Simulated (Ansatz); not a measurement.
Reaction (ligand exchange at the Si–Se bond): `C=C(F)[SiH2][SeH]` + HCl → `C=C(F)[SiH2]Cl` + H₂Se

Computed with Ansatz on PBE0-D4/def2-TZVP structures; ΔE is electronic, products minus reactants. CBS: MP2 limit from def2 TZ/QZ plus the TZ coupled-cluster correction, frozen cores. This one scheme is used for every species. Functionals use def2-TZVPP. B3LYP here is the variant with VWN-RPA as its local correlation; programs differ in this. For Se outer-core shells are correlated without core-valence functions, which leaves a few kJ/mol of doubt a bond. Scalar relativity is left out up to krypton. One conformer a species, not always the lowest.

Is it downhill or uphill in electronic energy at CCSD(T)/CBS, and by how much? (Best estimate.)

Ansatz gave: Downhill: ΔE = -0.31 eV.

What do these levels give: B3LYP-D4, ωB97M-V, r2SCAN, HF/def2-TZVPP, CCSD/def2-TZVPP, MP2/CBS(def2)? (Best estimate.)

The calculation gave: B3LYP-D4 -0.34, ωB97M-V -0.36, r2SCAN -0.34, HF/def2-TZVPP -0.45, CCSD/def2-TZVPP -0.34, MP2/CBS(def2) -0.30 eV.

Largest T1 diagnostic among the species: 0.012.

The D4 term adds +0.04 eV with B3LYP and +0.02 eV with PBE0; it sums over pairs of atoms, weighted by their polarisabilities, and B3LYP, whose exchange is more repulsive, gets the larger term. In def2-TZVPP, CCSD(T) changes the Hartree–Fock value by +0.13 eV (the triples alone add +0.02 eV) and MP2 by +0.14 eV.
